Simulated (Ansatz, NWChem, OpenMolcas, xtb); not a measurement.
## CsI (SMILES [I][Cs]): the dipole moment, rung by rung

CsI: 2 atoms, total charge 0, spin state singlet. SMILES: `[I][Cs]`. Geometry: the measured bond length.

| atom | x (Å) | y (Å) | z (Å) |
| --- | --- | --- | --- |
| I | 0.0000 | 0.0000 | 0.0000 |
| Cs | 0.0000 | 0.0000 | 3.3152 |

Each level gives the dipole moment (D). The values are calculated.

```tsv
level	kind	program	value (D)	CPU time
GFN1-xTB	semi-empirical	xtb	9.10	under 2 s
HF/def2-TZVP (core potential)	Hartree–Fock	NWChem	12.27	11 s
SVWN5/def2-TZVP (core potential)	LDA	NWChem	10.93	9.8 s
revPBE/def2-TZVP (core potential)	GGA	NWChem	11.00	11 s
r2SCAN/def2-TZVP (core potential)	meta-GGA	NWChem	11.55	13 s
TPSSh/def2-TZVP (core potential)	hybrid meta-GGA	OpenMolcas	11.38	16 s
CAM-B3LYP/def2-TZVP (core potential)	range-separated hybrid	NWChem	11.74	40 s
MP2/def2-TZVP (core potential)	perturbation theory	Ansatz	12.10	3.4 s
```

The values span 9.10 to 12.27 D. In the correlated wave-function rows the outer d shell of I is correlated, in sets not made for it. CPU times are rough (shared hosts, several kinds of processor): they show what a rung costs within a factor of a few.
